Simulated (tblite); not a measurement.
Species: C6H3N.
SMILES: `CC#CC#CC#N`

Level: GFN2-xTB in tblite, geometry and Hessian alike; calculated harmonic values, unscaled, isolated species. The method is semi-empirical: single wavenumbers can be off by several per cent or more.

Harmonic wavenumbers (cm⁻¹): 74.3, 74.5, 179.0, 179.3, 282.8, 283.0, 380.5, 380.7, 481.5, 481.7, 536.9, 984.5, 1011.2, 1011.4, 1333.2, 1390.1, 1435.6, 1435.7, 2243.8, 2303.7, 2351.5, 2997.6, 2997.8, 3005.5.

A = 159166, B = 788.6, C = 788.6 MHz; mass 89.027 u (most abundant isotopes); point group C3v, symmetry number 3.

Problem. Zero-point energy?

Solution. Half the sum of the wavenumbers: 13918 cm⁻¹ = 39.79 kcal/mol.

Problem. What is S at 298.15 K and 1 bar for an ideal gas of classical rigid rotors and harmonic oscillators?

Solution. Translation 39.40, rotation 23.40, vibration 20.18: S = 83.0 cal/(mol K).

Problem. And Cp and H(298.15 K) − H(0)?

Solution. Cp = 27.37 cal/(mol K), of which vibrations give 19.42 (their classical limit is 24 R = 47.7); H(298.15 K) − H(0) = 5.58 kcal/mol without the zero-point energy, 3.21 from vibrations.

Problem. How do the functions run with temperature in this model?

Solution. 
| T (K) | S (cal/(mol K)) | Cp (cal/(mol K)) | H − H(0) (kcal/mol) | G − H(0) (kcal/mol) | ln q(vib) |
| --- | --- | --- | --- | --- | --- |
| 100 | 59.7 | 15.8 | 1.14 | -4.82 | 1.04 |
| 200 | 73.0 | 22.9 | 3.10 | -11.49 | 2.91 |
| 300 | 83.2 | 27.4 | 5.63 | -19.32 | 4.77 |
| 500 | 98.8 | 34.1 | 11.82 | -37.59 | 8.16 |
| 800 | 116.5 | 41.0 | 23.17 | -70.01 | 12.49 |
| 1000 | 126.0 | 44.2 | 31.71 | -94.28 | 15.00 |

q(vib) and H(0) count from the zero-point level.

Problem. Which modes carry the vibrational entropy at 298.15 K?

Solution. 74.3 cm⁻¹: 4.04; 74.5 cm⁻¹: 4.03; 179.0 cm⁻¹: 2.34; 179.3 cm⁻¹: 2.34; 282.8 cm⁻¹: 1.52; 283.0 cm⁻¹: 1.52 cal/(mol K); the other 18 give 4.41 together.

Problem. Blend soft modes into free rotors: weight 1/[1 + (100 cm⁻¹/ν̃)⁴] for the oscillator and the rest for a rotor with moment μB/(μ + B), μ = h/(8π²ν), B = 10⁻⁴⁴ kg m². What vibrational entropy results?

Solution. 18.83 cal/(mol K) in place of 20.18, which changes −T·S at 298.15 K by +0.40 kcal/mol.

Problem. What must be added to the electronic energy to get the Gibbs energy at 298.15 K and 1 bar?

Solution. ZPE + [H(298.15 K) − H(0)] − T·S = 39.79 + 5.58 − 24.74 = 20.63 kcal/mol.

Hindered rotation and anharmonicity are outside this model.
